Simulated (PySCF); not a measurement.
Field gradients from PBE0/pcSseg-1 densities (PySCF, non-relativistic) at GFN2-xTB geometries, isolated species, one conformer each; χzz is the principal value of largest magnitude, with Q(14N) = 0.02044 b, Q(35Cl) = −0.0817 b. GFN2-xTB bond lengths can be off by several hundredths of an ångström, more for odd bonds, and the gradients follow them. The small basis limits the accuracy of the gradients.

(1) Rank these 14N sites by the size of the quadrupole coupling, smallest first.
A. N9 (nitrile nitrogen) in `[CH3:1][SiH:2]([CH3:3])[n:4]1[cH:5][cH:6][c:7]([C:8]#[N:9])[n:10]1`
B. N8 (nitrogen bonded to P and H) in `[CH3:1][N:2]1[CH:3]=[CH:4][N:5]([CH3:6])[P:7]1(=[NH:8])[PH2:9]`
C. N5 (pyridine-type nitrogen) in `[CH:1]#[C:2][c:3]1[cH:4][n:5][n:6]([CH3:7])[c:8]1[C:9]([CH3:10])=[S:11]`
D. The silicon-bound nitrogen of `COC[Si@@H](N)C[SiH2][SiH3]`
E. The primary amine nitrogen of `C/C(F)=C(\C)CN`
F. N7 (silicon-bound nitrogen) in `[F:1][CH2:2][C@H:3]1[CH2:4][NH:5][SiH2:6][NH:7]1`

(2) Rank these 35Cl sites by the size of the quadrupole coupling, smallest first.
A. The silicon-bound chlorine of `C[Si@@](F)(Cl)CC(F)(F)F`
B. The silicon-bound chlorine of `CSC1=CC=C[Si@H]1Cl`
C. The chlorine bonded to S of `O=S(=O)(Cl)[C@@H](F)CC(F)(F)F`
D. The alkyl chlorine of `O=CCC(=O)[SiH2]CCl`

## Answers

(1) B (2.880 MHz), D (4.414 MHz), A (4.673 MHz), F (5.083 MHz), C (5.326 MHz), E (5.567 MHz).

(2) A (39.08 MHz), B (41.47 MHz), C (67.57 MHz), D (75.68 MHz).

All sites together:

```
nucleus                                                                                                    site  Vzz (au)     η  χzz (MHz)
    14N             N9 (nitrile nitrogen) in [CH3:1][SiH:2]([CH3:3])[n:4]1[cH:5][cH:6][c:7]([C:8]#[N:9])[n:10]1    -0.973  0.15     -4.673
    14N       N8 (nitrogen bonded to P and H) in [CH3:1][N:2]1[CH:3]=[CH:4][N:5]([CH3:6])[P:7]1(=[NH:8])[PH2:9]     0.600  0.08      2.880
    14N  N5 (pyridine-type nitrogen) in [CH:1]#[C:2][c:3]1[cH:4][n:5][n:6]([CH3:7])[c:8]1[C:9]([CH3:10])=[S:11]    -1.109  0.33     -5.326
    14N                                                            the primary amine nitrogen of C/C(F)=C(\C)CN    -1.159  0.14     -5.567
    14N                                                the silicon-bound nitrogen of COC[Si@@H](N)C[SiH2][SiH3]    -0.919  0.33     -4.414
    14N                         N7 (silicon-bound nitrogen) in [F:1][CH2:2][C@H:3]1[CH2:4][NH:5][SiH2:6][NH:7]1    -1.058  0.41     -5.083
   35Cl                                               the chlorine bonded to S of O=S(=O)(Cl)[C@@H](F)CC(F)(F)F     3.520  0.10     -67.57
   35Cl                                                                the alkyl chlorine of O=CCC(=O)[SiH2]CCl     3.942  0.04     -75.68
   35Cl                                                        the silicon-bound chlorine of CSC1=CC=C[Si@H]1Cl     2.160  0.06     -41.47
   35Cl                                                   the silicon-bound chlorine of C[Si@@](F)(Cl)CC(F)(F)F     2.036  0.07     -39.08
```
